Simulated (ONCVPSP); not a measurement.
## iridium, ONCV: configuration errors across variants

ONCVPSP 4.0.1 input, shortened (lines: element, Z, core and valence counts, functional; n l f; lmax; l rc ep ncon nbas qcut; lloc lpopt rc5 dvloc0; l nproj debl; icmod fcfact rcfact), PW91, scalar-relativistic:

```
  Ir 77.00    9    5  -109134      upf
    1    0    2.00
    2    0    2.00
    2    1    6.00
    3    0    2.00
    3    1    6.00
    3    2   10.00
    4    0    2.00
    4    1    6.00
    4    2   10.00
    4    3   14.00
    5    0    2.00
    5    1    6.00
    5    2    7.00
    6    0    2.00
    3
    0    1.55    0.00    4    9    6.50
    1    1.65    0.00    4    7    7.40
    2    1.45    0.00    3    7    6.90
    3    0.80    0.00    4    9   19.50
    4    4    0.55    2.00
    0    2    2.10
    1    2    2.20
    2    2    1.40
    3    1    0.40
    3    3.25    1.40
```

All-electron excitation energies from the reference (eV): (1) 4f14 5s2 5p6 5d7 6s1 9.954; (2) 4f14 5s2 5p6 5d7 6s0 27.508; (3) 4f14 5s2 5p6 5d6 6s0 58.130; (4) 4f13 5s2 5p6 5d8 6s2 59.851.

A true bound ghost makes a file unfit for plane-wave use even where its test errors are small: the radial tests pick states by their node count and pass the ghost by.

Errors AE − PS in meV (a dash: test not solved or not reliable):

| change | (1) | (2) | (3) | (4) | bound ghosts | GHOST(+) flags above zero |
| --- | --- | --- | --- | --- | --- | --- |
| base | -5.2 | -19 | -19 | -373 | s, p | d |
| core correction Teter function, fcfact 1.4, rcfact 1.4 | -5.1 | -19 | -19 | -348 | s, p | d |
| core correction Teter function, fcfact 3, rcfact 1.4 | -5.2 | -19 | -19 | -370 | s, p | d |
| core correction Teter function, fcfact 4, rcfact 1.4 | -5.2 | -19 | -19 | -381 | s, p | d |
| core correction Teter function, fcfact 5.1, rcfact 1.4 | -5.2 | -19 | -19 | -392 | s, p | d |
| core correction Teter function, fcfact 5.8, rcfact 1.4 | -5.2 | -19 | -19 | -395 | s, p | d |
| core correction Teter function, fcfact 6.6, rcfact 1.4 | -5.2 | -19 | -19 | -400 | s, p | d |
| core correction Teter function, fcfact 7.3, rcfact 1.4 | -5.2 | -19 | -19 | -403 | s, p | d |

Q: Give the same row for: core correction Teter function, fcfact 2.4, rcfact 1.4.

A: -5.1, -19, -19, -365; bound ghosts: s, p; GHOST(+) flags above zero: d.
